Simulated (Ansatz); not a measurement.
Input file for Ansatz (an electronic-structure program): R-B2PLYP/def2-TZVPPD on AsH3N2 (a complex). Files ending in .json are basis or fitting sets from the Basis Set Exchange. The run froze 16 orbitals, filled d shells among them.

Ansatz 0.2 input:
```yaml
crystal:
  periodic: [false, false, false]
  atoms:
    - {symbol: N, position_ang: [0.24158190, -0.23289790, -1.00821241]}
    - {symbol: N, position_ang: [0.46009790, -0.69625344, -0.04515045]}
    - {symbol: As, position_ang: [-0.36854245, 0.08084461, 3.28316251]}
    - {symbol: H, position_ang: [1.11624568, -0.25615632, 3.35399260]}
    - {symbol: H, position_ang: [-0.75177500, -1.38738825, 3.13918809]}
    - {symbol: H, position_ang: [-0.51328798, 0.03152969, 4.80114879]}
basis:
  gaussian:
    orbitals: def2-TZVPPD.json
hamiltonian:
  xc: {name: B2PLYP}
magnetization: {spin_polarized: false}
correlation: {electrons: outside_noble_gas}
scf: {lower_state_search: off}
```

What total energy does the run end on?

-2346.7476 hartree.

How many basis functions does it have, and what does it roughly cost on one machine?

179 functions; about 5 core-seconds (a rough figure).
